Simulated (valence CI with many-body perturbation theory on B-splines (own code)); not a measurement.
The numbers below are computed, except where a source is named.
# Sensitivity of CI+MBPT for Te29+

Method: valence CI with perturbative core correlation (CI+MBPT): five valence electrons over a frozen Dirac-Fock core [Ar], radial functions for each j: 6 s, 6 p, 5 d, 5 f, 1 g, with the one-electron correlation potential Σ1 (screened to all orders), the two-electron term Σ2, the three-electron term Σ3, Breit, model QED; selected single and double excitations, second order for the rest, scaled by the run's own slope (own B-spline code, finite nucleus).

No measured spectrum was set against this ion. As an estimate, large intervals hold to a few tenths of a per cent, small ones and those within an open d or f shell to about a per cent. Among the levels kept, up to 550 cm⁻¹ of a level comes from second order outside the variational space, and about a tenth of that is noise between levels of different J, which matters for small intervals. Only levels of the ground parity were solved; by the run's estimate the other parity begins above the list, which can be wrong where configurations are misplaced.

The reference run has the lowest level (3d3/2^4 3d5/2) J=5/2 [a] and an ionisation energy of 1706.89 eV. Its largest variational space holds 9982 state functions.

Levels are named by their leading jj configuration (3d3/2^4 stands for four electrons in 3d with j = 3/2), which in mixed levels can hold well under half, so a name can repeat and another be missing. Letters in brackets count levels of one name in rising energy.

Changed runs:
A. lowest core n in screening and Σ2 1 → 2
B. scale of Σ2 1 → 0
C. shift of the energy in Σ1 (hartree) 0 → -9.633
D. Davidson tolerance 2e-05 → 0.03 (bad on purpose)

Excitation energies of the reference run in cm⁻¹, and shifts in cm⁻¹:

| Level | Reference | A | B | C | D |
| --- | --- | --- | --- | --- | --- |
| (3d3/2^4 3d5/2) J=5/2 [b] | 87420 | +0.6 | +2756 | -205 | +0.8 |
| (3d3/2^3 3d5/2^2) J=7/2 [a] | 136821 | +1.0 | +2217 | +434 | +0.7 |
| (3d3/2^3 3d5/2^2) J=3/2 | 141310 | +0.9 | +3722 | +428 | +0.2 |
| (3d3/2^3 3d5/2^2) J=11/2 | 144058 | +0.9 | -109 | +553 | +0.1 |
| (3d3/2^3 3d5/2^2) J=9/2 | 157813 | +1.1 | +1261 | +771 | +0.5 |
| (3d3/2^3 3d5/2^2) J=5/2 [a] | 158385 | +1.0 | +2135 | +988 | +0.6 |
| (3d3/2^3 3d5/2^2) J=1/2 | 169063 | +0.9 | +3250 | +844 | -0.7 |
| (3d3/2^3 3d5/2^2) J=7/2 [b] | 197880 | +1.5 | +3679 | +972 | +0.7 |
| (3d3/2^3 3d5/2^2) J=5/2 [b] | 205486 | +1.1 | +3561 | +1206 | +0.9 |
| (3d3/2^2 3d5/2^3) J=7/2 [a] | 226191 | +1.5 | +3839 | +1308 | +0.6 |
| (3d3/2^2 3d5/2^3) J=11/2 | 228116 | +1.1 | -1923 | +1708 | +0.1 |
| (3d3/2^2 3d5/2^3) J=3/2 [a] | 235657 | +1.1 | +4132 | +1267 | +0.3 |
| Ionisation energy (eV) | 1706.89 | +0.00013 | -9.23 | -2.24 | -8e-05 |
